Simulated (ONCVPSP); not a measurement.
# Before and after: ONCV potential for chlorine

```
Element                 : chlorine
Generator               : ONCVPSP 4.0.1
Type                    : optimised norm-conserving Vanderbilt (ONCV)
Functional              : PBE
Relativity              : scalar-relativistic
Frozen core             : [Ne]
Valence charge          : 7
Reference configuration : 3s2 3p5
Partial waves           : 3s: rc 1.15 bohr, ncon 4, nbas 9, qcut 6 1/bohr, 1 projector; 3p: rc 1.55 bohr, ncon 3, nbas 6, qcut 5 1/bohr, 2 projectors, debl 0.4 Ha; d scattering state at 0.26 Ha: rc 1.30 bohr, ncon 4, nbas 7, qcut 8.6 1/bohr, 2 projectors, debl 3.5 Ha
Local potential         : polynomial inside 0.90 bohr (lpopt 2, dvloc0 -1 Ha)
Core correction         : polynomial model core, fcfact 0.4
```

Change: all radii but the core radius scaled by about 1.30 (s 1.50, p 2.02, d 1.70 bohr); local potential polynomial inside 1.18 bohr (lpopt 2, dvloc0 -1 Ha).

Cutoffs: the cutoffs (Ha) at which the residual kinetic energy of the hardest occupied pseudo-wave falls to 1 and 0.1 mHa per electron; they do not see the model core or the augmentation charge, which bear on the density cutoff. Errors are all-electron minus pseudo energies relative to the spin-unpolarised reference configuration.

**Question.** What does the change do?

**Answer.** The potential gets softer (16 Ha and 29 Ha → 15 Ha and 19 Ha); of the 4 tests that both files solve, the error grows in 0 and shrinks in 3 by more than 15 % and 0.3 meV (median size 8.3 → 3.5 meV); neither file shows a bound ghost. A larger radius leaves more room for a smooth pseudo-wave, so fewer plane waves are needed. That the errors move this way runs against the usual rule that smaller radii transfer better.

```tsv
quantity	base	changed
cutoff, loose	16 Ha	15 Ha
cutoff, tight	29 Ha	19 Ha
loose cutoff by channel	s 16 Ha, p 7.3 Ha	s 15 Ha, p 7.7 Ha
bound ghosts	none	none
GHOST(+) flags under 300 eV	none	none
error for 3s2 3p4, meV [ΔE 13.88 eV]	+1.6	0.0
error for 3s2 3p3, meV [ΔE 39.32 eV]	+15	+6.7
error for 3s2 3p2, meV [ΔE 77.63 eV]	+60	+33
error for 3s2 3p4.5, meV [ΔE 5.58 eV]	+0.1	-0.3
rms error of d²Exc/dni dnj with the model core, mHa	0.50	0.36
```

Base: The cutoffs count occupied waves only; projector 2 of the d channel, the hardest unoccupied one, needs 41 Ha at the loose tolerance.
